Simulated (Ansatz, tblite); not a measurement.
Cost and result up the ladder for `CC(C)OC(=O)C(=O)OCC(F)(F)C(F)F` (26 atoms). The state is a singlet with charge 0. Geometry: r2SCAN-D4/def2-SVP.

Ansatz on 4 threads of Arm Neoverse V2 on a shared host; xTB runs through tblite on one thread. Times are rough, summed over both states, and most runs start from the orbitals of an earlier one. PBE0-D4/def2-SVP serves as the yardstick here, not as an exact answer. The other state is a triplet.

The xTB rows come from tblite.

xTB has no spin-polarisation term.

```csv
level,functions,wall time,vertical triplet (eV),difference from PBE0-D4/def2-SVP (eV)
GFN2-xTB,74,0.027 s,3.28,-0.50
GFN1-xTB,84,0.06 s,3.80,0.02
PBE-D4/def2-SVP,274,16 s,3.43,-0.36
PBE0-D4/def2-SVP,274,33 s,3.78,0.00
```
